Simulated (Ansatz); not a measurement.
Predicting a hybrid from its neighbours: KOH

The species is KOH (3 atoms), meant as a singlet with charge 0. SMILES: `[OH][K]`. The coordinates come from a PBE0-D4/def2-TZVP relaxation.

The HOMO–LUMO gap y, in eV, basis def2-TZVPPD; a is the functional's share of exact exchange. Programs: Ansatz 0.2.0.

| functional | program | a | y (eV) |
| --- | --- | --- | --- |
| BLYP | Ansatz | 0 | 1.99 |
| PBE | Ansatz | 0 | 2.16 |
| B3LYP | Ansatz | 0.2 | ? |
| r2SCAN0 | Ansatz | 0.25 | 4.64 |
| PBE0 | Ansatz | 0.25 | 4.07 |
| BHLYP | Ansatz | 0.5 | 5.74 |

**Question.** Fit y = c + s·a to the known rows and predict B3LYP.

**Answer.** 
1. Means of the 5 rows: a = 0.2000, y = 3.720.
2. Σ(Δa)² = 0.175, Σ(Δa·Δy) = 1.3275, so the slope is 1.3275/0.175 = 7.5857.
3. Intercept: 3.720 − (7.5857) × 0.2000 = 2.203. The largest residual of the fit is 0.54.
4. B3LYP: 2.203 + (7.5857) × 0.2 = 3.72 eV.

The run gave 3.59 eV, so the prediction is off by +0.13 eV, within the scatter of the fit. Exact exchange lowers occupied levels and raises empty ones. The rows mix families of semi-local functionals, which the line can't see.
